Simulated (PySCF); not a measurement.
# ¹⁹F chemical shifts

Theoretical values (PySCF): PBE0/pcSseg-1 with gauge-including orbitals, geometry from GFN2-xTB. In vacuum, one computed conformer, rapidly exchanging positions averaged, non-relativistic Hamiltonian.

Shieldings were converted by a linear fit to measured shifts: ¹⁹F (scatter 6.0 ppm rms, 7.0 ppm with the 5 outliers that the fit left out vs CFCl3, solution or neat liquid, with a term for F on sp3 carbon). Occasional misses reach two or three times the rms, and more in compound classes unlike the fitted ones.

Q: Give the ¹⁹F shifts of `CO/C(=C/F)C(=O)O`, `CO[SiH2]C([SiH2]C)=C(F)F`, `CC1=CC=C[C@H]1OC(F)F`, `O=C(O)/C(=C\F)C1CCCC1`, `FC(F)O[C@@]12CC=C[C@@H]1C2`.

A: 
| compound | environment | δ (ppm) |
| --- | --- | --- |
| CO/C(=C/F)C(=O)O | vinylic fluorine | -153.7 |
| [CH3:1][O:2][SiH2:3][C:4]([SiH2:5][CH3:6])=[C:7]([F:8])[F:9] | F9: vinylic fluorine | -47.2 |
| [CH3:1][O:2][SiH2:3][C:4]([SiH2:5][CH3:6])=[C:7]([F:8])[F:9] | F8: vinylic fluorine | -52.7 |
| [CH3:1][C:2]1=[CH:3][CH:4]=[CH:5][C@H:6]1[O:7][CH:8]([F:9])[F:10] | F10: fluorine of a CF2 group | -74.4 |
| [CH3:1][C:2]1=[CH:3][CH:4]=[CH:5][C@H:6]1[O:7][CH:8]([F:9])[F:10] | F9: fluorine of a CF2 group | -80.6 |
| O=C(O)/C(=C\F)C1CCCC1 | vinylic fluorine | -110.1 |
| [F:1][CH:2]([F:3])[O:4][C@@:5]12[CH2:6][CH:7]=[CH:8][C@@H:9]1[CH2:10]2 | F1: fluorine of a CF2 group | -77.7 |
| [F:1][CH:2]([F:3])[O:4][C@@:5]12[CH2:6][CH:7]=[CH:8][C@@H:9]1[CH2:10]2 | F3: fluorine of a CF2 group | -84.1 |
